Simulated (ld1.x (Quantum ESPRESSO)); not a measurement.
# What one change does to a pseudopotential (Se, TM)

* Element: selenium (Se)
* Generator: ld1.x (Quantum ESPRESSO) 7.5
* Type: norm-conserving Troullier–Martins (Kleinman–Bylander form)
* Functional: PBEsol
* Relativity: fully relativistic
* Frozen core: [Ar] 3d10
* Valence charge: 6
* Reference configuration: 4s2 4p2.5 (charge +1.5)
* Partial waves: 4s (bound): rc 1.60 bohr; 4p (bound): rc 1.70 bohr; 4d channel at 0.05 Ry: rc 1.30 bohr
* Local potential: all-electron potential smoothed inside 1.60 bohr (lloc = -2)
* Core correction: none

Open shells are filled in proportion to 2j + 1 (rel_dist='average').

All-electron outer shells of the reference configuration (PBEsol, scalar-relativistic, ld1.x):

```json
{"shell": "4s", "level (eV)": "-32.14", "outermost node (bohr)": "0.70", "outermost maximum (bohr)": "1.49"}
{"shell": "4p", "level (eV)": "-20.33", "outermost node (bohr)": "0.74", "outermost maximum (bohr)": "1.73"}
```

Change: wave 4s (bound): rc 1.60 bohr becomes 4s (bound): rc 1.36 bohr.

Cutoffs: the cutoffs (Ry, on a coarse ladder) from which the occupation-weighted sum of valence levels, in a spherical-Bessel basis at the reference potential, stays within 10 and 1 mRy of its value at 400 Ry; they do not see the model core or the augmentation charge, which bear on the density cutoff. Errors are all-electron minus pseudo energies relative to the spin-unpolarised reference configuration.

Problem. How do hardness, ghosts and transferability respond?

Solution. The potential gets harder (40 Ry and 55 Ry → 40 Ry and 80 Ry); both files keep a bound ghost (d); of the 7 tests that both files solve, the error grows in 1 and shrinks in 1 by more than 15 % and 0.3 meV (median size 0.3 → 0.2 meV). A smaller radius makes the pseudo-wave follow the all-electron one further in, where it bends more sharply, so more plane waves are needed.

```csv
quantity,base,changed
"cutoff, loose",40 Ry,40 Ry
"cutoff, tight",55 Ry,80 Ry
loose cutoff by channel (10 mRy a level),"s 21 Ry, p 15 Ry","s 35 Ry, p 15 Ry"
bound ghosts,"d3/2, d5/2","d3/2, d5/2"
"error for 4s2 4p4, meV [ΔE -19.78 eV]",-0.3,-0.2
"error for 4s2 4p3, meV [ΔE -8.93 eV]",-0.1,-0.1
"error for 4s2 4p2, meV [ΔE 11.45 eV]",-0.2,-0.1
"error for 4s2 4p4.3, meV [ΔE -21.37 eV]",-0.3,-0.1
"error for 4s2 4p0, meV [ΔE 84.57 eV]",+7.8,+10
"error for 4s2 4p1, meV [ΔE 42.35 eV]",-1.2,-0.6
"error for 4s2 4p3.5, meV [ΔE -15.47 eV]",-0.3,-0.2
s: phases at 1.85 bohr within 0.05 rad from the reference energy up to (Ry; the scan ends near 5),2.4,2.4
p1/2: phases at 1.85 bohr within 0.05 rad from the reference energy up to (Ry; the scan ends near 5),4.0,4.0
p3/2: phases at 1.85 bohr within 0.05 rad from the reference energy up to (Ry; the scan ends near 5),3.9,3.9
d3/2: phases at 1.85 bohr within 0.05 rad from the reference energy up to (Ry; the scan ends near 5),to the end of the scan,to the end of the scan
d5/2: phases at 1.85 bohr within 0.05 rad from the reference energy up to (Ry; the scan ends near 5),to the end of the scan,to the end of the scan
```

 A true bound ghost makes a file unfit for plane-wave use even where its test errors are small: the radial tests pick states by their node count and pass the ghost by.
